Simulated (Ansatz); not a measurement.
Start from `[SH][Sn]([SH])([SH])[SH]` and change one atom or group to get `[F][Sn]([SH])([SH])[SH]`.

Ansatz, PBE0-D4/def2-TZVP geometries, multiplicity 1. Each molecule was computed in one conformer, which needn't be the lowest.

Elements past krypton have def2 core potentials.

```csv
property,`[SH][Sn]([SH])([SH])[SH]`
LUMO energy (ωB97M-V/def2-TZVPP) / eV,-0.10
zero-point energy (PBE0-D4/def2-TZVP) / kJ/mol,96.8
size of the dipole moment (ωB97M-V/def2-TZVPP) / D,1.28
HOMO energy (ωB97M-V/def2-TZVPP) / eV,-9.85
HOMO energy (PBE0/def2-TZVPP) / eV,-7.67
HOMO energy (B3LYP/def2-TZVPP) / eV,-7.39
```

Q: What does the change do to each property? (Estimate.)

A: Ansatz gave: 
```csv
property,`[F][Sn]([SH])([SH])[SH]`,shift
LUMO energy (ωB97M-V/def2-TZVPP) / eV,-0.22,-0.12
zero-point energy (PBE0-D4/def2-TZVP) / kJ/mol,77.6,-19.2
size of the dipole moment (ωB97M-V/def2-TZVPP) / D,1.40,0.12
HOMO energy (ωB97M-V/def2-TZVPP) / eV,-10.10,-0.25
HOMO energy (PBE0/def2-TZVPP) / eV,-7.95,-0.28
HOMO energy (B3LYP/def2-TZVPP) / eV,-7.68,-0.29
```

With PBE0 the HOMO falls by 0.28 eV and the LUMO falls by 0.16 eV, so the gap widens by about 0.12 eV. PBE moves the HOMO by -0.28 eV and ωB97M-V by -0.25 eV. The zero-point energy changes by -19.2 kJ/mol with -3 modes. Dipoles are sizes alone; their direction can turn.

B3LYP here is the variant with VWN-RPA as its local correlation; programs differ in this.
